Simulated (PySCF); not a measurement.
Compound: C₃H₉FSi.
Structure used (GFN2-xTB), in Å, numbered top down from 1:
```xyz
14
C3H9FSi angstrom
C     -2.0309    0.3920    0.1117
C     -0.6229    0.2888   -0.4629
C      0.3604   -0.3108    0.5443
Si     2.1242   -0.4692   -0.1333
F      2.6331    1.0117   -0.5220
H     -2.4017   -0.5924    0.3910
H     -2.7134    0.8220   -0.6184
H     -2.0376    1.0223    0.9987
H     -0.6474   -0.3304   -1.3627
H     -0.2796    1.2828   -0.7567
H      0.3661    0.3134    1.4418
H     -0.0072   -1.2904    0.8566
H      2.1885   -1.2106   -1.3850
H      3.0677   -0.9297    0.8749
```

The calculation used PBE0/def2-SVPD in PySCF (dipole) on a GFN2-xTB geometry, gas phase.

Masses are those of the commonest isotopes; rigid-rotor values at the optimised geometry. The values belong to one conformer with, in the numbering `[CH3:1][CH2:2][CH2:3][SiH2:4][F:5]`, C1–C2–C3–Si4 180°, C2–C3–Si4–F5 60°.

(1) Give the principal moments of inertia and the rotational constants in cm⁻¹.

(2) Classify the top.

(3) Is it planar, by Δ = Ic − Ia − Ib?

(4) Give the other two planar moments, Paa and Pbb, and the rms extents of the mass along the axes.

(5) Where do the levels up to J = 4 lie, in K?

(6) Predict some low-J microwave lines.

(7) Estimate the classical rotational partition function at 10 K, 25 K and 100 K.

## Answers

(1) Ia = 54.82, Ib = 292.74, Ic = 320.93 u·Å²; 505379 MHz·u·Å²/I gives 9218, 1726 and 1575 MHz, that is A = 0.30748, B = 0.05759, C = 0.05253 cm⁻¹.

(2) A near-prolate asymmetric top; Ray's κ = -0.960.

(3) Not planar: Δ = Ic − Ia − Ib = -26.63 u·Å². For a rigid frame Δ = −2 Σ m c², so Σ m c² = 13.32 u·Å² lies off the ab plane: 8.78 from hydrogen and 4.53 from heavier atoms. The atom farthest from that plane is 1.59 Å away.

(4) Paa = Σ m a² = (Ib + Ic − Ia)/2 = 279.42 and Pbb = Σ m b² = (Ia + Ic − Ib)/2 = 41.51 u·Å². With the mass M = 92.05 u, the rms extents √(P/M) along a, b and c are 1.74, 0.67, 0.38 Å.

(5) Above 0(0,0), as E/k:
J = 1: 1(0,1) 0.158, 1(1,1) 0.518, 1(1,0) 0.525
J = 2: 2(0,2) 0.475, 2(1,2) 0.828, 2(1,1) 0.849, 2(2,1) 1.928, 2(2,0) 1.928
J = 3: 3(0,3) 0.950, 3(1,3) 1.292, 3(1,2) 1.336, 3(2,2) 2.403, 3(2,1) 2.404, 3(3,1) 4.219, 3(3,0) 4.219
J = 4: 4(0,4) 1.583, 4(1,4) 1.911, 4(1,3) 1.984, 4(2,3) 3.037, 4(2,2) 3.039, 4(3,2) 4.853, 4(3,1) 4.853, 4(4,1) 7.395, 4(4,0) 7.395

(6) The dipole components are |μa| = 1.34 D, |μb| = 1.38 D, |μc| = 0.17 D. The squared components, which scale the intensities, stand as 0.95 : 1.00 : 0.02 (a : b : c). Some lines, for components of 0.1 D or more:

| type | branch | J(Ka,Kc) | MHz | lower level (cm⁻¹) |
| --- | --- | --- | --- | --- |
| a | Q | 2(1,1) ← 2(1,2) | 455 | 0.575 |
| a | R | 1(0,1) ← 0(0,0) | 3301 | 0.000 |
| a | R | 2(1,2) ← 1(1,1) | 6451 | 0.360 |
| a | R | 2(0,2) ← 1(0,1) | 6600 | 0.110 |
| b | Q | 1(1,0) ← 1(0,1) | 7643 | 0.110 |
| b | Q | 2(1,1) ← 2(0,2) | 7797 | 0.330 |
| b | R | 1(1,1) ← 0(0,0) | 10793 | 0.000 |
| b | R | 2(1,2) ← 1(0,1) | 13942 | 0.110 |
| b | Q | 2(2,0) ← 2(1,1) | 22477 | 0.590 |
| b | R | 2(2,1) ← 1(1,0) | 29229 | 0.365 |
| c | R | 2(2,0) ← 1(1,0) | 29231 | 0.365 |

(7) Point group C1, symmetry number σ = 1; q = (√π/σ)·√((kT/h)³/(ABC)), k/h = 20836.6 MHz/K: 1060 at 10 K, 4210 at 25 K, 33700 at 100 K.

Stationary, but not proved a minimum. Constants of a rigid frame at the computed geometry: no zero-point averaging, no centrifugal distortion. A rigid rotor knows nothing of internal rotation, which can split or shift real lines.
